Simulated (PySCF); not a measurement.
Cartesian coordinates (Å):
```xyz
7

N     -1.6282     0.5291     0.1617
In     0.0148     0.1451     1.3636
N      1.6117    -0.5506     0.2424
H     -1.8387    -0.2397    -0.4673
H     -2.4803     0.7502     0.6625
H      2.4835    -0.6384     0.7504
H      1.7949     0.0254    -0.5736
```
Charge 0, spin multiplicity 2.

**Question.** What is the computed highest occupied spin orbital, total energy and dipole moment (PBE0-D3(BJ)/def2-TZVP run with PySCF)?

**Answer.** 
```yaml
highest_occupied_spin_orbital: -5.58 eV
total_energy: -301.9548 Ha
dipole_moment: 0.87 D
```
